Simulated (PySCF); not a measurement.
**Electronic structure of P⁺ (phosphorus, charge +1) at the UHF level**

Configuration: [Ne] 3s2 3p2, high-spin 3P determinant. Calculation: PySCF 2.14, in dyall-av3z; the spin-free X2C one-electron Hamiltonian (Gaussian nucleus).

* Total energy: -341.173190 hartree
* One-electron energy: -466.9133 hartree
* Hartree (Coulomb) energy: 148.1957 hartree
* Exchange energy: -22.4556 hartree
* ⟨S²⟩: 2.0126
* ⟨L²⟩: 2.037
* Sum of ⟨r⟩: 12.07 bohr
* Sum of ⟨r²⟩: 20.79 bohr²
* Traceless quadrupole moment −½Σ⟨3z² − r²⟩ along its main axis: 2.13 e·bohr²
* Langevin diamagnetic susceptibility: -16.5 ×10⁻⁶ cm³/mol

```
shell  electrons  mean orbital energy (hartree)  spread (hartree)  rms radius, mean of both spins (bohr)
 1s α          1                      -80.60934                 0                                  0.120
 1s β          1                      -80.59192                 0                                  0.120
 2s α          1                       -7.95930                 0                                  0.560
 2s β          1                       -7.94142                 0                                  0.560
 2p α          3                       -5.81723           0.01728                                  0.539
 2p β          3                       -5.78381           0.02043                                  0.539
 3s α          1                       -1.14120                 0                                   1.98
 3s β          1                       -0.93756                 0                                   1.98
 3p α          2                       -0.72464                 0                                   2.30
```

Densities and radii are taken from the X2C orbitals without a picture-change correction, which distorts them close to the nucleus.

Spin-orbit constants ζ (cm⁻¹) from the X2C one-electron operator on these orbitals: bare nucleus, nucleus screened by l(l+1)(2l+1)/3 electrons, and screened by the Breit-Pauli mean field of the electrons.

| shell | bare | screened nucleus | mean field |
| --- | --- | --- | --- |
| 2p | 5492 | 4760 | 4431 |
| 3p | 351.3 | 304.4 | 278.7 |

To first order the Landé constant is A = 139.4 cm⁻¹, so the lowest level has J = 0 and lies 0.0346 eV below the centre of the term. This holds in LS coupling only.
